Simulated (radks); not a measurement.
Problem. These are the eigenvalues of the occupied orbitals of an atom or ion with whole-number occupations (eV). Calculated with a radial shooting solver on a logarithmic mesh with Libxc functionals: non-relativistic Kohn-Sham, LDA (Slater exchange, Perdew-Wang correlation), spin-unpolarised, spherical densities, point nucleus.

1s: -36911.76
2s: -5733.255
2p: -5420.159
3s: -1243.984
3p: -1109.006
3d: -856.7971
4s: -268.1491
4p: -218.2663
4d: -130.9009
5s: -58.5729
5p: -44.6169

Which element is it, and in what charge state? The configuration may be excited.

Solution. Z = 57, lanthanum, charge +3: La3+ in [Xe]. The list shows which subshells hold electrons but not how many an open one holds; the 1s level, -1356.5 hartree, gives Z - s = 52.1 by -(Z - s)^2/2, which with screening narrows Z to a few neighbours, and the depths of the outer levels then fix element, charge and occupations together.
